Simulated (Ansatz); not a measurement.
MS(OH)3 with several metals: PBE0-D4/def2-SVP single points in Ansatz on relaxed structures, gas phase. Core potentials for Nb, Ta, no spin–orbit coupling. Binding counts from free atoms in the multiplicity of their measured ground term, without zero-point energy. Names give formal oxidation states. The structures are stationary points that may keep the symmetry of their start. Remarks come from the PBE and PBE0 runs and from stability tests at other levels; not every state was tested.

```tsv
species	atoms	state	geometry	HOMO (eV)	LUMO (eV)	gap (eV)	binding per atom (eV)	point group (within 0.1 Å)
TaS(OH)3 (TaSO3H3)	8	singlet	PBE-D4/def2-SVP	-7.55	-1.07	6.48	4.44	C3v
NbS(OH)3 (NbSO3H3)	8	singlet	PBE0-D4/def2-SVP	-7.63	-1.39	6.25	4.30	C3v
```

Question: Estimate the rows for VS(OH)3 (VSO3H3) (singlet, r2SCAN-D4/def2-SVP geometry).

Answer: 
| species | atoms | state | geometry | HOMO (eV) | LUMO (eV) | gap (eV) | binding per atom (eV) | point group (within 0.1 Å) | remarks |
| --- | --- | --- | --- | --- | --- | --- | --- | --- | --- |
| VS(OH)3 (VSO3H3) | 8 | singlet | r2SCAN-D4/def2-SVP | -8.06 | -2.79 | 5.27 | 3.88 | C3v | restricted SCF unstable in HF |

The gap (eV) runs from 5.27 (VS(OH)3) to 6.48 (TaS(OH)3).
